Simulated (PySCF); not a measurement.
Spin states and ions at one geometry of Bi(BH4)3

PySCF 2.14.0, RKS PBE0, Bi def2-SVP with ECP60, B def2-SVP, H def2-SVP; non-relativistic Hamiltonian with scalar-relativistic core potentials where named; density fitting; no spin-orbit coupling; singlets restricted, open shells unrestricted. The geometry is relaxed for charge 0, singlet, vacuum:

```xyz
16

Bi    0.0000    0.0000    0.1470
B     2.3876   -0.0122   -0.5696
H     3.1415    0.0616   -1.5217
H     2.6132   -0.8870    0.2505
H     1.3922   -0.3749   -1.3293
H     2.1997    1.1093   -0.0878
B    -1.1832    2.0738   -0.5696
H    -1.6241    2.6898   -1.5217
H    -0.5384    2.7066    0.2505
H    -0.3714    1.3931   -1.3293
H    -2.0605    1.3504   -0.0877
B    -1.2043   -2.0616   -0.5696
H    -1.5174   -2.7514   -1.5217
H    -2.0747   -1.8196    0.2505
H    -1.0208   -1.0182   -1.3293
H    -0.1392   -2.4596   -0.0877
```

Energies count from the relaxed state; an electron taken off or put on is at rest in vacuum. Charges and spins are Mulliken's.

```json
{"state": "charge 0, singlet, vacuum", "energy (eV)": "0.00", "spin squared": "0.00", "charge on Bi1 (e)": "0.67", "spin on Bi1 (e)": "0.00", "dipole about the centre of mass (D)": "1.61"}
{"state": "charge 0, triplet, vacuum", "energy (eV)": "4.73", "spin squared": "2.01", "charge on Bi1 (e)": "0.53", "spin on Bi1 (e)": "0.86", "dipole about the centre of mass (D)": "0.07"}
{"state": "charge -1, doublet, vacuum", "energy (eV)": "-0.73", "spin squared": "0.75", "charge on Bi1 (e)": "0.38", "spin on Bi1 (e)": "0.67", "dipole about the centre of mass (D)": "2.48"}
```

What does the state charge +1, doublet, vacuum give?

energy (eV) 10.37, spin squared 0.76, charge on Bi1 (e) 0.80, spin on Bi1 (e) 0.15, dipole about the centre of mass (D) 1.21.

With an electron taken off (doublet) the charges change, summed by element, by Bi +0.13 e, B +0.06 e, H +0.81 e. The vertical ionisation energy is 10.37 eV, against −ε(HOMO) = 8.65 eV of the relaxed state. The level lies 1.7 eV too high, as is usual for semilocal functionals and global hybrids, which keep a self-interaction error.

With an electron put on (doublet) the charges change, summed by element, by Bi -0.29 e, B -0.11 e, H -0.60 e. The vertical electron affinity is 0.73 eV, against −ε(LUMO) = 2.37 eV of the relaxed state. The basis has no diffuse functions, which an added electron needs. The added electron's level lies above zero.

Open shells may have lower solutions than those found.
